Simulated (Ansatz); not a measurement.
Cartesian coordinates in Å:
```
Cl -0.712 -2.284 1.239
Ge -0.713 -0.119 1.273
C -1.589 0.459 -0.345
Ga -0.202 0.306 -1.738
O 1.451 0.025 -1.111
C 1.848 -0.126 0.210
O 0.973 0.426 1.163
H -1.209 0.346 2.644
H -2.475 -0.136 -0.567
H -1.893 1.506 -0.249
H -0.271 0.394 -3.287
H 2.801 0.398 0.346
H 1.991 -1.195 0.420
```

The species carries charge 0 and has multiplicity 1.

(1) List the ωB97M-V/def2-TZVPP orbital energies in eV (the Gaussian-basis code of Ansatz). (An estimate is asked.)

Results:

(1) Computed: Occupied: -10867.60, -10153.78, -2771.73, -1363.35, -1257.26, -1211.10, -1211.07, -1211.05, -1111.47, -1111.34, -1111.33, -526.09, -525.74, -283.91, -281.78, -262.12, -199.59, -199.47, -199.46, -175.22, -154.68, -124.54, -124.45, -124.38, -107.21, -106.92, -106.89, -37.42, -37.33, -37.23, -37.19, -37.17, -31.70, -29.78, -26.30, -26.19, -26.15, -26.06, -25.99, -25.48, -22.52, -20.86, -17.96, -16.35, -15.78, -15.51, -14.69, -14.15, -13.09, -12.83, -12.12, -11.65, -11.38, -11.20, -11.12, -10.25, -10.01. Lowest empty: 0.55, 1.74, 2.26, 2.34, 2.78, 3.38, 3.70, 3.98.
